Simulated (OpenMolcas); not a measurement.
# Co7+, Rh7+, Ir7+: d² down the group

```
Program             : OpenMolcas 26.06
Method              : SS-CASPT2, IPEA 0.25 Eh, imaginary shift 0.1 Eh
Basis               : ANO-RCC-VTZP
Scalar Hamiltonian  : DKH2, point nucleus
Spin-orbit coupling : RASSI with atomic mean-field integrals over the reference wave functions, term energies averaged over their components
```

Active space for each ion: 2 electrons in 10 orbitals (d d); closed shells correlated by CASPT2: Co7+ 3s 3p; Rh7+ 4s 4p; Ir7+ 5s 5p.

Computed levels in cm-1 above ³F₂:

```tsv
Level	Co7+	Rh7+	Ir7+
³F₃	1385	3560	13130
³F₄	3090	7280	22390
³P₀	22670	15800	18050
³P₁	23180	17370	26270
³P₂	24380	21090	39990
¹G₄	32790	24290	37560
¹S₀	76790	54030	66450
weight of ³F in the lowest level (%)	100	96	86
```

Mixed levels, with the weight of the term that names them: Rh7+ ³P₂ (72 %), Ir7+ ³P₂ (57 %).

Measured, with the error of the calculation in %. Measured levels: Co7+ from Sugar and Corliss, J. Phys. Chem. Ref. Data 10, 1097 (1981); Ir7+ from van het Hof, Joshi, Wyart and Sugar, J. Res. Natl. Inst. Stand. Technol. 100, 687 (1995).

| Level | Co7+ | Ir7+ |
| --- | --- | --- |
| ³F₃ | 1430 (-3.1) | 12672 (+3.6) |
| ³F₄ | 3144 (-1.8) | 21615 (+3.6) |
| ³P₀ | 22304 (+1.7) | 17254 (+4.6) |
| ³P₁ | 22839 (+1.5) | 25221 (+4.2) |
| ³P₂ | 24055 (+1.4) | 38878 (+2.8) |
| ¹G₄ | 32360 (+1.3) | 36253 (+3.6) |
| ¹S₀ | 74247 (+3.4) | 65022 (+2.2) |

The fine-structure level ³F₄ changes by a factor of 7.25 from Co7+ to Ir7+.

Without spin-orbit coupling ³P lies 21800, 13810, 13110 cm-1 above ³F in that order; the difference to the level ³P₀, of either sign, comes from spin-orbit coupling, which also lowers the zero.

CASPT2 breaks the degeneracy within a term, and the mean is taken; among the terms shown or strongly mixed into the levels shown the widest spread is 730 cm-1 (4d² ³F, Rh7+). Active for correlation alone: 4d; no level in the range computed is led by a configuration that fills it, so any true level of that kind is missing (holds for Co7+). Active for correlation alone: 5d; no level in the range computed is led by a configuration that fills it, so any true level of that kind is missing (holds for Rh7+). Active for correlation alone: 6d; no level in the range computed is led by a configuration that fills it, so any true level of that kind is missing (holds for Ir7+). Measured partners are found by configuration, term and J. A level has none where our copy of the source lacks it or the pairing is in doubt (some pairs that miss far off the trend of their configuration count as doubtful), and it then counts in no deviation. Levels of configurations outside the active space are missing.
